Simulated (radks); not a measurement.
Problem. These are the eigenvalues of the occupied orbitals of an atom or ion with whole-number occupations (eV). Method: Dirac Kohn-Sham, PBE, spin-unpolarised, spherical densities, finite nucleus; Fermi nuclear charge, rms radius of each element as measured or else 0.836 A^(1/3) + 0.57 fm; computed with a radial shooting solver on a logarithmic mesh with Libxc functionals.

| orbital | eigenvalue |
|---|---|
| 1s1/2 | -90493.05 |
| 2s1/2 | -16279.72 |
| 2p1/2 | -15650.50 |
| 2p3/2 | -13331.06 |
| 3s1/2 | -3960.583 |
| 3p1/2 | -3674.492 |
| 3p3/2 | -3155.180 |
| 3d3/2 | -2683.614 |
| 3d5/2 | -2573.500 |
| 4s1/2 | -940.7243 |
| 4p1/2 | -815.9782 |
| 4p3/2 | -687.9945 |
| 4d3/2 | -484.4258 |
| 4d5/2 | -460.5312 |
| 5s1/2 | -198.1843 |
| 4f5/2 | -196.3866 |
| 4f7/2 | -190.8936 |
| 5p1/2 | -154.8729 |
| 5p3/2 | -130.1721 |
| 5d3/2 | -69.2775 |
| 5d5/2 | -66.1675 |
| 6s1/2 | -50.8642 |

Which element is it, and in what charge state? The configuration may be excited. Open shells, if any, are shared by 2j + 1.

Solution. Z = 83, bismuth, charge +4: Bi4+ in [Xe] 4f14 5d10 6s1. The list shows which subshells hold electrons but not how many an open one holds; the 1s level, -3325.6 hartree, gives Z - s = 81.6 by -(Z - s)^2/2, which with screening and relativity narrows Z to a few neighbours, and the depths of the outer levels then fix element, charge and occupations together.
